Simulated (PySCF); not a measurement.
C2H7NSi2, SMILES [SiH3][C@H]1N=C[SiH2]1. The structure is a stationary point at PBE-D3(BJ)/def2-SVP. The structure was generated by enumeration; whether it is a known compound was not checked.

Method: PBE-D3(BJ)/def2-SVP (PySCF 2.14.0).

Harmonic wavenumbers (cm⁻¹): 116, 149, 154, 262, 465, 502, 520, 583, 619, 658, 738, 761, 804, 865, 883, 905, 908, 913, 943, 1009, 1144, 1219, 1548, 2130, 2151, 2159, 2169, 2175, 2999, 3061. Rotational constants (GHz): 5.660, 2.223, 1.799; symmetry number 1.

Task: Work out the zero-point energy and the ideal-gas rigid-rotor harmonic-oscillator thermochemistry at 298.15 K and 1 atm.

Result: ZPE = ½ Σ hcν = ½ × 33512 cm⁻¹ = 200.44 kJ/mol. H − E(el) = 221.53 kJ/mol. Entropy in J/(mol K): translation 166.34, rotation 113.19, vibration 63.28, total 342.81. G − E(el) = 119.32 kJ/mol. Cp = 117.92 J/(mol K). Modes under 150 cm⁻¹ make the vibrational entropy uncertain.
